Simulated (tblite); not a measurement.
Species: C6H8NS (doublet state).
Atom-mapped SMILES: `[CH3:1][C@H:2](/[CH:3]=[CH:4]/[C:5]#[N:6])[CH2:7][S:8]` (hydrogens: H9, H10, H11 on C1; H12 on C2; H13 on C3; H14 on C4; H15, H16 on C7)

Structure used (GFN2-xTB), in Å, numbered top down from 1:
```
atom  x, y, z in Å
C1    -0.7154    1.7841   -0.1855
C2    -0.5990    0.3795    0.4199
C3     0.8436   -0.0169    0.4713
C4     1.3953   -1.1115   -0.0496
C5     2.7757   -1.3671    0.0632
N6     3.9008   -1.5730    0.1449
C7    -1.4877   -0.5889   -0.3606
S8    -1.6139   -2.2150    0.4031
H9    -1.7487    2.1218   -0.1691
H10   -0.1144    2.4917    0.3802
H11   -0.3666    1.7820   -1.2162
H12   -0.9622    0.4207    1.4555
H13    1.4779    0.6904    0.9923
H14    0.8310   -1.8722   -0.5724
H15   -1.1194   -0.7223   -1.3797
H16   -2.5046   -0.1943   -0.4086
```

Calculated harmonic vibrations of the isolated species, GFN2-xTB (tblite), most abundant isotopes, no scaling. The method is semi-empirical: single wavenumbers can be off by several per cent or more. One conformer, not necessarily the lowest. Open shells enter through the occupations alone, without spin polarisation, and single modes of such species can be off by tens of per cent.

Harmonic wavenumbers (cm⁻¹): 64.3, 72.9, 116.4, 138.7, 178.2, 214.3, 275.4, 320.9, 391.6, 488.6, 506.7, 570.6, 752.5, 762.4, 836.6, 887.9, 974.1, 978.6, 1018.5, 1045.2, 1084.9, 1114.8, 1153.4, 1221.5, 1224.2, 1266.4, 1292.1, 1317.1, 1410.8, 1420.7, 1494.3, 1495.2, 1672.3, 2373.8, 2903.2, 2955.1, 2966.3, 3035.2, 3039.8, 3045.7, 3048.4, 3061.5.

A = 2222, B = 1040, C = 740.7 MHz; mass 126.038 u (most abundant isotopes); point group C1, symmetry number 1; spin multiplicity 2.

What is the zero-point energy?

Half the sum of the wavenumbers: 27096 cm⁻¹ = 77.47 kcal/mol.

What is S at 500 K and 1 bar for an ideal gas of classical rigid rotors and harmonic oscillators?

Translation 43.00, rotation 31.16, vibration 43.11, spin (R ln 2) 1.38: S = 118.6 cal/(mol K).

And Cp and H(500 K) − H(0)?

Cp = 48.70 cal/(mol K), of which vibrations give 40.75 (their classical limit is 42 R = 83.5); H(500 K) − H(0) = 14.86 kcal/mol without the zero-point energy, 10.89 from vibrations.

How do the functions run with temperature in this model?

```
 T (K)  S (cal/(mol K))  Cp (cal/(mol K))  H − H(0) (kcal/mol)  G − H(0) (kcal/mol)  ln q(vib)
    50             59.7              12.8                 0.49                -2.50       0.36
   100             70.4              18.2                 1.27                -5.77       1.45
298.15             97.4              34.0                 6.45               -22.60       6.20
373.15            105.7              39.9                 9.22               -30.22       7.91
   750            140.9              61.1                28.70               -76.99      16.02
  1000            159.7              69.3                45.07              -114.64      20.90
```

q(vib) and H(0) count from the zero-point level.

Which modes carry the vibrational entropy at 500 K?

64.3 cm⁻¹: 5.34; 72.9 cm⁻¹: 5.09; 116.4 cm⁻¹: 4.17; 138.7 cm⁻¹: 3.83; 178.2 cm⁻¹: 3.34; 214.3 cm⁻¹: 2.98 cal/(mol K); the other 36 give 18.36 together.

What must be added to the electronic energy to get the Gibbs energy at 500 K and 1 bar?

ZPE + [H(500 K) − H(0)] − T·S = 77.47 + 14.86 − 59.32 = 33.01 kcal/mol.

Blend soft modes into free rotors: weight 1/[1 + (100 cm⁻¹/ν̃)⁴] for the oscillator and the rest for a rotor with moment μB/(μ + B), μ = h/(8π²ν), B = 10⁻⁴⁴ kg m². What vibrational entropy results?

40.13 cal/(mol K) in place of 43.11, which changes −T·S at 500 K by +1.49 kcal/mol.

Hindered rotation and anharmonicity are outside this model. Other conformers, if any are populated, would add a mixing term that is left out. The structure is chiral; the term R ln 2 for an equal mix with its mirror image is left out.
